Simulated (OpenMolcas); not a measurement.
Cu2+ (d9) in a complex was computed by CASSCF with the d shell active (OpenMolcas, ANO-RCC-VTZP on the metal). Its lowest spin-free states, and all those of the highest spin:

```json
{"2S+1": "2", "Degeneracy": "1", "E (cm-1)": "0.0"}
{"2S+1": "2", "Degeneracy": "1", "E (cm-1)": "4344"}
{"2S+1": "2", "Degeneracy": "1", "E (cm-1)": "6680"}
{"2S+1": "2", "Degeneracy": "1", "E (cm-1)": "6950"}
{"2S+1": "2", "Degeneracy": "1", "E (cm-1)": "7915"}
```

Question: Is the site octahedral, tetrahedral or cube-like, axial, or of lower symmetry?

Answer: The states with 2S+1 = 2 have orbital degeneracies 1, 1, 1, 1, 1. No state of this spin is degenerate, so the site is of lower symmetry, with no axis of order three or more. The run had Cu2+ with 5 ligands (water, chloride on the axis) in square pyramidal coordination (C2v) at 2.01 Å, the axial distance 2.410 Å. Ligand basis ANO-RCC-VDZP.

Ligand-to-metal charge-transfer states are missing. With metal d orbitals alone and no dynamic correlation the field as a rule comes out too small, by tens of per cent, by up to half for chloride and softer ligands, and the orbital part of g and χT, which goes as 1/10Dq, too large. No measured value stands beside these numbers; the geometry was imposed, not optimised, and the real ion may take another.
